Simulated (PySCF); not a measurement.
arsine (AsH3), SMILES [AsH3]. Geometry: B3LYP-D3(BJ)/def2-TZVPD.

TDA-LC-ωPBE/def2-TZVPD (PySCF) puts the lowest singlet excitations at 7.20, 7.32, 7.32, 9.30, 9.53, 9.53 eV and the lowest triplet (TDA) at 5.85 eV.

Q: What are the lowest singlet roots from EOM-CCSD/aug-cc-pVDZ (PySCF)? (An estimate is asked for; the answer gives what the named calculation found.)

A: 6.64, 7.15, 7.15, 8.24, 8.24, 8.59 eV; triplets 5.88, 5.88, 6.33 eV. S1 differs by -0.57 eV (second minus first; roots are paired by order, and the bases may differ).
